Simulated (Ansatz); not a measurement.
A nudged elastic band was laid between two geometries of CH7NSi2 (11 atoms, charge 0, multiplicity 1).

Level of theory: Ansatz 0.2.0, RKS B3LYP-D4/STO-3G.

| Property | Result |
| --- | --- |
| movable images | 5 |
| climbing image | yes |
| spring | 5.0 eV/Å² |
| optimiser | quadratic models (default) |
| start path | IDPP |
| force threshold | 0.05 eV/Å |
| iteration limit | 60 |
| end points | relaxed |

Initial state:

```xyz
11
Properties=species:S:1:pos:R:3
N -1.496 1.199 -0.645
Si 0.175 0.686 -0.285
C 0.330 -0.498 1.172
Si 0.725 -1.418 -0.434
H -1.527 1.656 -1.594
H -1.769 1.980 0.008
H 1.194 1.723 -0.334
H -0.592 -0.780 1.688
H 1.139 -0.334 1.888
H 2.097 -1.831 -0.613
H -0.212 -2.442 -0.831
```

Final state:

```xyz
11
Properties=species:S:1:pos:R:3
N -1.315 1.578 -0.547
Si 0.249 0.767 -0.287
C 0.378 -0.370 1.201
Si 0.663 -1.383 -0.381
H -1.427 1.833 -1.563
H -2.104 0.901 -0.375
H 1.317 1.726 -0.470
H -0.539 -0.579 1.759
H 1.216 -0.226 1.888
H 1.988 -1.937 -0.551
H -0.361 -2.367 -0.652
```

Task: Which bonds break or form, and what moves?

Result: No bond is made or broken. The height of N1 over the plane of its neighbours goes from -0.45 to 0.44 Å.

Task: What energy profile does the band end with?

Result: It converged. The highest image is number 3 of 0 to 6, 0.051 eV above the first end and 0.122 eV above the last; the last end lies 0.071 eV below the first. A vibrational analysis at the climbing image gives one clearly imaginary mode, 372i cm⁻¹: a first-order saddle point. Limits of this set-up: minimal basis.

```
image  path coordinate (Å)  energy (eV)  height of N1 over the plane of its neighbours (Å)
    0                 0.00        0.000                                              -0.45
    1                 0.55        0.008                                              -0.44
    2                 1.10        0.012                                              -0.44
    3                 1.66        0.051                                              -0.07
    4                 1.92        0.003                                               0.21
    5                 2.18       -0.061                                               0.40
    6                 2.44       -0.071                                               0.44
```

Task: What is the geometry of the highest image?

Result: 
```xyz
11
Properties=species:S:1:pos:R:3:forces:R:3
N -1.273 1.400 -0.756 0.01 -0.02 0.00
Si 0.242 0.683 -0.362 0.02 -0.01 0.00
C 0.365 -0.388 1.176 0.00 0.00 0.00
Si 0.659 -1.470 -0.366 -0.01 0.01 0.01
H -1.356 2.283 -1.281 0.00 0.01 0.00
H -2.166 1.104 -0.334 -0.01 0.01 -0.01
H 1.306 1.632 -0.611 -0.01 0.01 0.00
H -0.558 -0.571 1.734 0.00 -0.01 0.00
H 1.196 -0.216 1.865 0.00 0.01 0.00
H 1.992 -2.020 -0.479 0.00 0.00 0.00
H -0.341 -2.495 -0.564 0.00 0.00 0.00
```

Task: What are the harmonic wavenumbers there?

Result: 372i, 106, 189, 249, 446, 537, 565, 633, 685, 735, 798, 885, 911, 967, 1042, 1078, 1090, 1120, 1616, 1770, 2621, 2643, 2676, 3356, 3491, 3737, 3923 cm⁻¹.

The band took 14 iterations and roughly 2.3 core-minutes.

Run time: 2.3 min on 1 thread of Arm Neoverse V1 (shared host), peak memory 0.1 GiB.
